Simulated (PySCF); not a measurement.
Calculated NMR data

Non-relativistic Hamiltonian, fast rotation and ring inversion assumed for equivalent nuclei, no solvent, one conformer. Shieldings: GIAO PBE0/pcSseg-1; coordinates at the GFN2-xTB level; PySCF.

Chemical shifts δ = σref − σ; ¹H (31.72 ppm), ¹³C (186.93 ppm) against TMS, all at this level. Splittings of carbon signals by F and P are missing where no couplings were computed. Where no couplings were computed, multiplicities follow the n + 1 count of equivalent neighbours, and m marks all less simple cases (inequivalent or close neighbours, rings, F or P nearby). Shifts are as computed. Against solution values, carbons near 30 ppm lie about +3 ppm off and those near 130 ppm about +5 ppm. Of 1211 compounds with measured shifts, 218 miss one by over three times the rms of a fit or turn the order of signals round; such compounds aren't used in these exercises.

**1.** `C/C=C(/F)COCC`, C₆H₁₁FO. ¹H NMR (400 MHz, computed): δ 5.66 (m, 1H), 4.53 (m, 2H), 3.61 (q, 2H), 1.91 (d, 3H), 1.31 (t, 3H). ¹³C{¹H} NMR (computed): δ 167.1, 114.1, 72.8, 67.6, 17.8, 12.2.

**2.** SMILES F/C([SiH3])=C/[SiH2]P, C₂H₈FPSi₂. ¹H NMR (400 MHz, computed): δ 6.36 (m, 1H), 4.78 (m, 2H), 4.20 (m, 3H), 1.13 (m, 2H). ¹³C{¹H} NMR (computed): δ 185.0, 119.4.

**3.** `CC(C)(C)CC(=O)F`, C₆H₁₁FO. ¹H NMR (400 MHz, computed): δ 2.40 (m, 2H), 1.15 (s, 9H). ¹³C{¹H} NMR (computed): δ 171.6 (C), 46.8 (CH2), 31.5 (C), 29.6 (CH3).
